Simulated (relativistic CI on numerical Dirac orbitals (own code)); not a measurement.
## One change at a time: Eu46+

Base calculation: Dirac-Coulomb-Breit CI, orbitals from a KLI potential per configuration, a model potential for QED, unscaled Slater integrals.

Configuration list (outside the closed core [Ne]): 3s2.3p5, 3s.3p6, 3s2.3p4.3d, 3s.3p5.3d, 3p6.3d, 3s.3p4.3d2, 3s2.3p3.3d.4p, 3p6.4s, 3s.3p4.3d.4s, 3s2.3p4.4s, 3p6.4p, 3s2.3p4.4p, 3s2.3p3.3d2, 3s2.3p2.3d3, 3s.3p3.3d3, 3s2.3p2.3d2.4s, 3s2.3p2.3d2.4p. Double excitations out of closed p, d and f shells are left out; levels of such configurations are missing from the list, as are those of other unlisted configurations, and high levels can miss mixing partners.

The lowest level and the first level of each name with at least 55 % of one term (blank where a level has no safe partner in the second run):

```
            Level  Base (eV)  Shift (eV)
  3s2.3p5 2P°_3/2      0.000       0.000
  3s2.3p5 2P°_1/2    161.107    -161.107
3s2.3p4.3d 2D_3/2    214.719            
3s2.3p4.3d 4F_9/2    232.073     -46.755
    3s.3p6 2S_1/2    314.455    -189.387
3s2.3p4.3d 4D_1/2    342.878            
3s2.3p4.3d 2G_7/2    360.846    -165.370
3s2.3p4.3d 2G_9/2    396.563    -201.087
3s.3p5.3d 4P°_1/2    489.033    -193.081
```

At this charge energies of transitions that change n are usually good to better than 1 %, and those within a shell (Δn = 0) to a few per cent.

**Question.** One thing was changed in a second run, which moved the levels as shown. Which?
A. non-relativistic limit
B. configuration mixing switched off
C. Breit term removed
D. QED terms removed

**Answer.** A. Non-relativistic limit. Without relativity the fine structure collapses and s electrons lose their extra binding.

LS names give the leading component of a level, which can be under half, so a name can repeat, a term be missing and a line seem to break the LS rules.
